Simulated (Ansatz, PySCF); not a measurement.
Reaction (SMILES): BB (B2H4) → [BH]B + H atom (the B-H bond at the site shown breaks; other sites are not compared here)
Each molecule is optimised on its own at B3LYP-D3(BJ)/def2-TZVP (Ansatz, a program for electronic structure), one conformer each, not searched for the lowest.
Geometry of the first species:
```xyz
6

B      0.0005     0.0106     0.8133
B     -0.0005    -0.0106    -0.8133
H      1.0141     0.0110     1.4491
H     -1.0125     0.0267     1.4501
H      0.0070     0.9944    -1.4628
H     -0.0087    -1.0321    -1.4364
```
Charge 0, spin multiplicity 1.

Wanted: bond dissociation energy (0 K, with B3LYP-D3(BJ) harmonic zero-point energies from PySCF), in eV. Correlated levels leave the core frozen unless marked. Open shells are spin-unrestricted. Spin-orbit coupling is left out. No relativistic terms. CBS(X,Y): correlation extrapolated as X^-3; Hartree-Fock from the larger set.

```csv
level,program,bond dissociation energy (eV)
HF-D3(BJ)/def2-TZVPD,PySCF + dftd3,2.94
BLYP/def2-TZVPD,Ansatz,(withheld)
PBE0-D3(BJ)/def2-TZVP,Ansatz + dftd3,3.46
PBE0/def2-TZVP,Ansatz,3.45
TPSSh/def2-TZVPD,PySCF,3.59
r2SCAN0-D4/def2-TZVPD,Ansatz + dftd4,3.47
HSE06-D4/def2-TZVPD,Ansatz + dftd4,3.46
CAM-B3LYP-D3(BJ)/def2-TZVPD,Ansatz + dftd3,(withheld)
RPA@PBE/cc-pVQZ,Ansatz,(withheld)
SCS-MP2/cc-pVTZ,Ansatz,3.69
SCS-MP2/cc-pVQZ,Ansatz,3.73
CCSD/6-31G*,Ansatz,(withheld)
"CCSD(T)/CBS(def2-TZVPPD,def2-QZVPPD)",Ansatz,3.65
```

Q: Complete the blanks.

A: 
- BLYP/def2-TZVPD, bond dissociation energy (eV): 3.50
- CAM-B3LYP-D3(BJ)/def2-TZVPD, bond dissociation energy (eV): 3.63
- RPA@PBE/cc-pVQZ, bond dissociation energy (eV): 3.52
- CCSD/6-31G*, bond dissociation energy (eV): 3.40
